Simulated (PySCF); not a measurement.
Si(OSiH3)(Me)2(Cl) (C2H9ClOSi2), SMILES O([Si](C)(Cl)C)[SiH3]. Heavy atoms are numbered as in [CH3:1][Si:2]([CH3:3])([Cl:4])[O:5][SiH3:6]. Hydrogens are named by the atom that carries them.

Coordinates come from a PBE-D3(BJ)/def2-SVP optimisation. Other conformers were not sampled.

Level of theory: KT2/pcSseg-1 (PySCF).

GIAO shieldings, no solvent; atoms alike by connectivity are averaged. δ = σ(ref) − σ: ¹³C against TMS (σ = 185.1 ppm); ²⁹Si against TMS (σ = 361.9 ppm); ³⁵Cl against HCl (σ = 945.4 ppm); ¹⁷O against H2O (σ = 330.4 ppm); ¹H against TMS (σ = 31.47 ppm), references at their B3LYP-D3(BJ)/def2-TZVP geometries, non-relativistic (without spin–orbit terms, shifts of atoms bonded to Cl or Br come out too high).

Computed chemical shifts:
```csv
nucleus,atoms,count,δ (ppm)
¹³C,C1 (CH3),2,8.6
²⁹Si,Si2,1,32.2
²⁹Si,Si6 (SiH3),1,-33.4
³⁵Cl,Cl4,1,88.1
¹⁷O,O5,1,64.4
¹H,H on Si6,3,5.57
¹H,H on C1,6,0.95
```
